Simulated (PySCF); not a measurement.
**Cost of excited-state runs on SMILES O=COc1ccccc1, C7H6O2**

Cartesian coordinates in Å; atom numbers follow the order of the lines, from 1:
```xyz
15

O     2.1070   -0.5729    1.1430
C     2.3124   -0.4709   -0.0259
O     1.3795   -0.3013   -0.9811
C     0.0496   -0.2353   -0.5925
C    -0.6858   -1.4083   -0.4629
C    -2.0344   -1.3278   -0.1241
C    -2.6344   -0.0862    0.0811
C    -1.8824    1.0799   -0.0525
C    -0.5326    1.0107   -0.3896
H     3.3080   -0.4999   -0.5146
H    -0.1979   -2.3702   -0.6307
H    -2.6200   -2.2443   -0.0205
H    -3.6925   -0.0273    0.3457
H    -2.3489    2.0549    0.1068
H     0.0740    1.9112   -0.5021
```

PySCF with density fitting, on 1 thread of an AMD EPYC 9R14, shared host. Command: `OMP_NUM_THREADS=1 python excited_run.py task.json out`

Q: How long does each of these runs take, and how much memory?
- first hyperpolarisability, CAM-B3LYP/aug-cc-pVDZ; writes grids
- excited states, wB97X-D/def2-TZVP; Tamm-Dancoff; spin-orbit couplings; 6 states; 5 triplets; quadratic response for 4 states; writes grids
- excited states, CAM-B3LYP/aug-cc-pVDZ; two-photon moments; 8 states; quadratic response for 6 states; 0 triplets

A: 
```csv
run,level,basis functions,wall time,peak memory (GiB)
first hyperpolarisability,CAM-B3LYP/aug-cc-pVDZ,261,45 s,1.1
excited states,wB97X-D/def2-TZVP,315,60 s,1.2
excited states,CAM-B3LYP/aug-cc-pVDZ,261,52 s,1.1
```
Times from a shared host are rough.
